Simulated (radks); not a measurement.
Problem. Coherent X-ray form factor from a spherical all-electron density. All-electron calculation, scalar-relativistic Kohn-Sham, LDA (Slater exchange, Perdew-Wang correlation), spin-polarised, spherical densities, finite nucleus; Fermi nuclear charge, rms radius of each element as measured or else 0.836 A^(1/3) + 0.57 fm. Program: a radial shooting solver on a logarithmic mesh with Libxc functionals.

sin(theta)/lambda (1/angstrom)  f0 (electrons)
0.05                                    76.915
0.1                                     74.068
0.15                                    70.286
0.2                                     66.236
0.25                                    62.269
0.3                                     58.531
0.4                                     51.882
0.5                                     46.289
0.6                                     41.557
0.8                                     33.893
1                                       27.888
1.25                                    22.306
1.5                                     18.590
2                                       14.524

The species is in the configuration that NIST lists as its ground one. Which atom or ion scatters so?

Solution. Neutral platinum, [Xe] 4f14 5d9 6s1. Extrapolating in s^2 from the first two rows gives f0(0) = 77.9, near the electron count 78; among species with that count, the fall with angle is slower the higher Z, and the table is that of Z = 78; from so few rows the species is fixed only to a neighbour or two.
